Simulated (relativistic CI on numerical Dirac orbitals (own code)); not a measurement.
**Radial parameters of Rb34+**

Computed by Dirac-Coulomb-Breit CI, orbitals from a KLI potential per configuration, QED by a radiative potential, unscaled Slater integrals (own radial code, finite nucleus).

Slater integrals F^k, G^k are unscaled and averaged over j, outside the closed core 1s2; ζ comes from projecting the Hamiltonian with its Breit term on Σ l·s of the shell.

- 2p: ζ(2p) = 391800 cm⁻¹; <r>(2p) = 0.1396, <r^2>(2p) = 0.02347 (bohr units).
- 3p: ζ(3p) = 116090 cm⁻¹; <r>(3p) = 0.351, <r^2>(3p) = 0.1423 (bohr units).
- 3d: ζ(3d) = 21874 cm⁻¹; <r>(3d) = 0.2983, <r^2>(3d) = 0.1018 (bohr units).

Averages of the first 10 configurations, taken without configuration mixing, which lowers the lowest level and can move excited configurations by several eV; other configurations of the list can lie among them:

```csv
Configuration,Parity,States,Average energy above the lowest level (eV)
2s,even,2,0.0
2p,odd,6,122.5
3s,even,2,2444.7
3p,odd,6,2479.6
3d,even,10,2498.3
4s,even,2,3288.8
4p,odd,6,3303.3
4d,even,10,3311.1
4f,odd,14,3313.2
5s,even,2,3676.3
```
